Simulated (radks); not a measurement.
Problem. These are the eigenvalues of the occupied orbitals of an atom or ion with whole-number occupations (eV). Calculated with a radial shooting solver on a logarithmic mesh with Libxc functionals: scalar-relativistic Kohn-Sham, SCAN, spin-polarised, spherical densities, finite nucleus; meta-GGA in the generalised Kohn-Sham scheme; Fermi nuclear charge, rms radius of each element as measured or else 0.836 A^(1/3) + 0.57 fm.

| orbital | eigenvalue |
|---|---|
| 1s | -15989.86 |
| 2s | -2188.984 |
| 2p | -1943.804 |
| 3s | -355.3380 |
| 3p | -275.2932 |
| 3d | -143.9224 |
| 4s | -56.0403 |
| 4p | -37.1485 |

Which element is it, and in what charge state? The configuration may be excited.

Solution. Z = 38, strontium, charge +2: Sr2+ in [He] 2s2 2p(up 3, down 3) 3s2 3p6 3d10 4s2 4p6. The list shows which subshells hold electrons but not how many an open one holds; the 1s level, -587.62 hartree, gives Z - s = 34.3 by -(Z - s)^2/2, which with screening and relativity narrows Z to a few neighbours, and the depths of the outer levels then fix element, charge and occupations together.
